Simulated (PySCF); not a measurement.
Isomers of C7H9NOSi, mass 151.045 u with the commonest isotopes. The calculation used PBE0/pcSseg-1 in PySCF (dipole) on a GFN2-xTB geometry, gas phase. One conformer each, none proved a minimum here; rigid rotors.

**Question.** Order these by dipole moment, largest first.
A. `[CH2:1]=[C:2]([CH3:3])/[CH:4]=[CH:5]\[Si@H:6]([C:7]#[N:8])[CH:9]=[O:10]` with C1–C2–C4–C5 49°, C4–C5–Si6–C7 34°, C5–Si6–C9–O10 -54°
B. `[SiH3:1][O:2]/[CH:3]=[CH:4]/[c:5]1[cH:6][cH:7][n:8][cH:9][cH:10]1` with Si1–O2–C3–C4 -176°, C3–C4–C5–C6 -2°
C. `[CH:1]#[C:2][CH2:3][SiH2:4]/[CH:5]=[C:6](/[C:7]#[N:8])[O:9][CH3:10]` with C2–C3–Si4–C5 -52°, C3–Si4–C5–C6 -58°, C5–C6–O9–C10 179°

**Answer.** B (3.82 D), C (2.72 D), A (2.37 D).

**Question.** Order these by rotational constant B, largest first.
A. `[CH2:1]=[C:2]([CH3:3])/[CH:4]=[CH:5]\[Si@H:6]([C:7]#[N:8])[CH:9]=[O:10]` with C1–C2–C4–C5 49°, C4–C5–Si6–C7 34°, C5–Si6–C9–O10 -54°
B. `[CH3:1][CH2:2][Si@H:3]1[C:4](=[O:5])[CH:6]=[C:7]1[CH2:8][C:9]#[N:10]` with C1–C2–Si3–C4 -31°, C6–C7–C8–C9 132°
C. `[CH:1]#[C:2][CH2:3][SiH2:4]/[CH:5]=[C:6](/[C:7]#[N:8])[O:9][CH3:10]` with C2–C3–Si4–C5 -52°, C3–Si4–C5–C6 -58°, C5–C6–O9–C10 179°
D. `[SiH3:1][O:2]/[CH:3]=[CH:4]/[c:5]1[cH:6][cH:7][n:8][cH:9][cH:10]1` with Si1–O2–C3–C4 -176°, C3–C4–C5–C6 -2°

**Answer.** B (902.6 MHz), A (849.4 MHz), C (677.7 MHz), D (409.6 MHz).

**Question.** Order these by rotational constant C, smallest first.
A. `[SiH3:1][O:2]/[CH:3]=[CH:4]/[c:5]1[cH:6][cH:7][n:8][cH:9][cH:10]1` with Si1–O2–C3–C4 -176°, C3–C4–C5–C6 -2°
B. `[CH:1]#[C:2][CH2:3][SiH2:4]/[CH:5]=[C:6](/[C:7]#[N:8])[O:9][CH3:10]` with C2–C3–Si4–C5 -52°, C3–Si4–C5–C6 -58°, C5–C6–O9–C10 179°
C. `[CH2:1]=[C:2]([CH3:3])/[CH:4]=[CH:5]\[Si@H:6]([C:7]#[N:8])[CH:9]=[O:10]` with C1–C2–C4–C5 49°, C4–C5–Si6–C7 34°, C5–Si6–C9–O10 -54°
D. `[CH3:1][CH2:2][Si@H:3]1[C:4](=[O:5])[CH:6]=[C:7]1[CH2:8][C:9]#[N:10]` with C1–C2–Si3–C4 -31°, C6–C7–C8–C9 132°

**Answer.** A (379.4 MHz), B (652.6 MHz), D (678.2 MHz), C (721.5 MHz).

```csv
SMILES,point group,Ia (u·Å²),Ib (u·Å²),Ic (u·Å²),κ,μa (D),μb (D),μc (D)
C#CC[SiH2]/C=C(/C#N)OC,C1,317.67,745.73,774.40,-0.95,1.00,1.70,1.88
C=C(C)/C=C\[Si@H](C#N)C=O,C1,334.77,595.01,700.44,-0.68,1.26,1.64,1.15
[SiH3]O/C=C/c1ccncc1,–,104.21,1233.82,1332.20,-0.99,3.79,0.41,0.03
CC[Si@H]1C(=O)C=C1CC#N,C1,323.97,559.90,745.19,-0.49,0.90,1.87,1.07
```
